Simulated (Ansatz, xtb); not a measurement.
**Relative energy of two conformers of ClHOSn**

We compare I, `[OH][Sn][Cl]`, a singlet, with II, `[OH][Sn][Cl]`, a singlet. Both are isolated molecules in the gas phase, relaxed with PBE0-D4/def2-TZVP.

I (Å):

```xyz
4

Cl    0.5136   -0.8038    3.1214
O    -1.7993    0.2850    1.2129
Sn   -1.0949   -1.5274    1.5513
H    -2.5161    0.3283    0.5736
```

II (Å):

```xyz
4

Cl   -0.8486    0.0772   -1.5033
O    -0.0778   -0.3523    1.6245
Sn   -1.7329    0.1837    0.7109
H     0.6681   -0.5277    1.0418
```

Energies in hartree; the thermal terms are from PBE0-D4/def2-TZVP harmonic frequencies (ideal gas, rigid rotor, one conformer each, 298.15 K, 1 atm) and include the zero-point energy:

```
                                I           II
E, CCSD(T)/def2-TZVPP  −749.201808  −749.205925
    zero-point energy     0.013917     0.014046
         H(298 K) − E     0.019257     0.019340
         G(298 K) − E    −0.015313    −0.015187
```

**Question.** Work out ΔE, ΔE₀, ΔH and ΔG for I → II in kcal/mol (1 Eh = 627.51 kcal/mol) and the equilibrium ratio [II]/[I].

**Answer.** 1. ΔE = −749.205925 − (−749.201808) = −0.004117 Eh = −2.58 kcal/mol.
2. ΔE₀ = ΔE + ΔZPE = −0.004117 + (+0.000129) Eh = −2.50 kcal/mol.
3. ΔH = ΔE + (+0.000083) Eh = −2.53 kcal/mol.
4. ΔG = ΔE + (+0.000126) Eh = −2.50 kcal/mol, so ΔS = (ΔH − ΔG)/T = −0.4 J/(mol K).
5. kT = 0.9442 mEh, so K = [II]/[I] = exp(−ΔG/kT) = exp(+4.23) ≈ 69.

Structure II is favoured at this temperature. An error of 1 kcal/mol in ΔG would change K by a factor of 5.4. Mirror images and further conformers aren't counted.

Other levels gave ΔE = −2.9 (PBE0-D4/def2-TZVP); −3.0 (HF/def2-TZVPP); −2.7 (MP2/def2-TZVPP) kcal/mol. The correlated steps freeze 10 core orbitals; the filled d shell of Sn is correlated, in a basis made for valence electrons. Atoms past krypton carry core potentials in the def2 sets, without spin–orbit terms. Programs: Ansatz 0.2.0.
